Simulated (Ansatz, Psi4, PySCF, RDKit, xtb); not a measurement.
Noncovalent pair: SiH4 (SMILES [SiH4]) (first 5 atoms) with C3H4 (SMILES C=C=C); geometry from B3LYP-D3(BJ)/def2-TZVP, rigid monomers moved along the line of their centres of mass till Si1···C6 is 3.29 Å.
(charge 0, multiplicity 1):
```xyz
12

Si    -0.1806    -0.0308     0.1096
H     -0.6413    -1.4251     0.2873
H     -1.0414     0.8864     0.8881
H     -0.2671     0.3286    -1.3262
H      1.2230     0.0972     0.5575
C      0.0651    -1.2657     3.1498
C      0.0997     0.0149     3.3723
C      0.1323     1.2970     3.5815
H      0.9483    -1.8043     2.8259
H     -0.8473    -1.8359     3.2803
H      0.3738     1.7038     4.5566
H     -0.0820     1.9993     2.7841
```

```tsv
level	interaction energy (kJ/mol)	cost
MMFF94	30.2	-
UFF	6.3	-
GFN-FF	-0.8	-
GFN1-xTB	-17.2	-
GFN2-xTB	-0.5	-
PBE/def2-TZVPPD	4.0	×1
BP86/6-31G* (no counterpoise)	7.3	-
r2SCAN/def2-TZVPPD	-0.8	×2
B3LYP/6-31G*	12.0	-
B3LYP/6-311+G** (no counterpoise)	11.0	-
B3LYP/def2-TZVPPD	10.8	×1
PBE0/def2-TZVPPD	3.3	×1
CCSD(T)/aug-cc-pV(D+d)Z	0.1	×10
SAPT0/jun-cc-pV(D+d)Z	1.1	-
```

The rows run from -17.2 (GFN1-xTB) to 30.2 kJ/mol (MMFF94). The 4 functionals in def2-TZVPPD without D3 or D4 span 11.6, from r2SCAN to B3LYP.

Interaction energies are E(AB) − E(A) − E(B) at the monomers' geometry in the complex; basis-set methods are counterpoise corrected. Rows marked so take none. RDKit's UFF carries no charges.

Frozen-core correlation. Rows in 6-311+G**, 6-31G* carry no dispersion term and start afresh at each structure (6-31G* with six Cartesian d functions).

Programs: Ansatz (Gaussian orbitals); Psi4 for SAPT; PySCF for 6-311+G** rows, 6-31G* rows; RDKit for the force fields; xtb for the GFN methods. Values without a source in brackets are computed.

Costs are rough ratios of core time to PBE/def2-TZVPPD (about 9 s over the structures, on one shared machine); a dash marks a level with no comparable run of its own.

Ansatz is a program for electronic structure.
